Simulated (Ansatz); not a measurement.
```xyz
9

B    -1.458   -1.181    0.416
Sn    0.232    0.072   -0.369
O     1.767   -0.343    0.796
O    -0.320    1.935   -0.026
H    -1.723   -1.107    1.575
H    -2.086   -1.905   -0.293
H     0.815    0.024   -1.984
H     2.614   -0.076    0.432
H     0.159    2.582   -0.547
```

Total charge 0; spin multiplicity 1. Sn: def2 effective core potential.

**Question.** List the PBE/def2-TZVPP orbital energies in eV (the Gaussian-basis code of Ansatz). (Best estimate.)

**Answer.** The calculation gave: Occupied: -509.71, -509.70, -178.46, -133.19, -89.14, -89.13, -89.08, -26.16, -25.90, -25.58, -25.54, -25.52, -23.64, -23.15, -13.63, -12.14, -11.14, -10.29, -9.09, -7.88, -7.68, -7.22, -6.73, -6.68. Lowest empty: -3.91, -0.97, -0.44, -0.20, 0.89, 1.35, 1.96, 2.23.
